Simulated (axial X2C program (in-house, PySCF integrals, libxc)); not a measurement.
# Spectroscopic constants of GaCl⁻

Computed with an in-house all-electron X2C program for linear molecules (integrals from PySCF). Spin-free means the one-electron spin-free X2C Hamiltonian; two-component (2c) means X2C with spin–orbit coupling and atomic mean-field two-electron Coulomb and Gaunt terms, so the difference of the two also holds small scalar two-electron terms. Basis: Ga dyall-acv3z [10s10p8d5f1g], Cl dyall-av3z [9s8p3d2f] (cores contracted in-house); Gaussian nuclei, density fitting, unrestricted open shells. Masses: Ga 68.926 u, Cl 34.969 u.

Input:
```json
{
 "zs": [
  31,
  17
 ],
 "q": -1,
 "bas": [
  "dyall-acv3z",
  "dyall-av3z"
 ],
 "levels": [
  "PBE0",
  "HF",
  "TPSS"
 ],
 "cc": true,
 "r0": 2.23,
 "thr": -1.0,
 "nmax": 90,
 "npts": 10,
 "nst": 2,
 "ntry": 6
}
```
```bash
python so2c.py task.json out
```

Keys: zs atomic numbers; q charge; bas basis sets; levels methods; cc coupled cluster on or off; r0 starting distance in Å; thr threshold in hartree for freezing inner shells (an s shell follows its p shell); nmax most natural virtual spinors; npts points on the curve; nst determinants followed; ntry starts of the search. HF also brings MP2.

State, spin-free: M_S = 1/2, Λ = 1 (beyond evenly filled blocks: π+α); electrons by block: σα: 12, σβ: 12, π+α: 6, π+β: 5, π-α: 5, π-β: 5, δ+α: 1, δ+β: 1, δ-α: 1, δ-β: 1. Fragments: Ga + Cl-.

State, 2c: Ω = 1/2 (⟨Sz⟩ = -0.50, ⟨Lz⟩ = 1.00 at PBE0); electrons by block: 1/2: 18, -1/2: 17, 3/2: 6, -3/2: 6, 5/2: 1, -5/2: 1. Fragments: Ga + Cl-.

```
Hamiltonian    level  Re (Å)  ωe (cm⁻¹)  αe (cm⁻¹)  De (eV)  k (mdyn/Å)  μ (D)
  spin-free     PBE0   2.360      250.0    0.00106     1.46       0.855   0.21
  spin-free       HF   2.415      216.3    0.00118     1.05        0.64  -0.08
  spin-free      MP2   2.390      247.5    0.00114     1.42       0.837    n/a
  spin-free     CCSD   2.404      238.4     0.0011     1.37       0.777    n/a
  spin-free  CCSD(T)   2.402      241.9    0.00108     1.41         0.8    n/a
  spin-free     TPSS   2.365      247.9    0.00105     1.45        0.84   0.32
         2c     PBE0   2.364      248.7    0.00106      n/a       0.845   0.15
         2c       HF   2.420      215.0    0.00119      n/a       0.632  -0.17
         2c     CCSD   2.407      237.2     0.0011     1.34       0.769    n/a
         2c  CCSD(T)   2.405      240.7    0.00107     1.38       0.792    n/a
         2c     TPSS   2.369      246.4    0.00104      n/a        0.83   0.25
```

Correlated methods: 11 electrons correlated (number of frozen shells: Ga 3 s, 2 p, 1 d; Cl 2 s, 1 p), 289 virtual spin orbitals or spinors in MP2, 90 natural virtuals in coupled cluster.

Dipoles are positive if Cl is the positive end and refer to the centre of mass.

Occupations by symmetry block were frozen at the best pattern of an incomplete PBE0 search. Dissociation energies refer to the lowest single-determinant-based atoms at the same level and basis. De is not given where an atomic determinant may have missed its ground term or J level, or where the truncated virtual space spoils (T). Density functionals use the spin component along the axis (collinear). CCSD and (T) use frozen natural virtuals with an MP2 correction for the truncation; (T) itself is uncorrected, so its De runs slightly low. The highest occupied level is positive at some bond lengths even in Hartree–Fock (under at least one Hamiltonian), so the basis set holds the extra electron there; where that holds at Re the anion is at best weakly bound and its constants depend on the basis. Without a current term, density functionals place determinants with orbital angular momentum somewhat too high. With the outer-core shells frozen, correlated bond lengths of heavy atoms tend to come out a few hundredths of an ångström too long. Hartree–Fock gets electron affinities wrong, so its lowest charge split need not be the true one.

No reliable constants came from MP2 (2c): no minimum in range, unconverged points, a curve that is not smooth, a change of character along it, or the two Hamiltonians disagreeing along it.

Rough cost a point (2c) on 1 thread(s) of a shared host, integrals apart: PBE0 0.8 s, HF 0.6 s, CCSD(T) 7 s, TPSS 0.8 s.

The whole task took 3.5 min on 1 thread of Intel(R) Xeon(R) Processor @ 2.30GHz (shared host).
